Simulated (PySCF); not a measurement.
Job for PySCF: R-BP86/6-31G* on NaS-, 2S+1 = 1, a spin state set in the input, which need not be the lowest, a point of a bond scan (R = 2.401 Å). Charge -1.

```python
from pyscf import gto, scf, dft, mp
from pyscf.data.elements import chemcore

mol = gto.M(
    atom='''
    Na    0.00000000    0.00000000    0.00000000
    S     0.00000000    0.00000000    2.40119800
    ''',
    basis='6-31g*',
    cart=True,
    charge=-1, spin=0, verbose=3, max_memory=1800)
mf = dft.RKS(mol, xc='b88,p86')
mf.conv_tol = 1e-8
mf.max_cycle = 100
mf.kernel()
if not mf.converged:
    mf = mf.newton().run(mf.mo_coeff, mf.mo_occ)
```

It printed:

```
converged SCF energy = -560.533228070641
```

Self-consistency was reached.

Cost: very roughly 1.1 core-seconds.
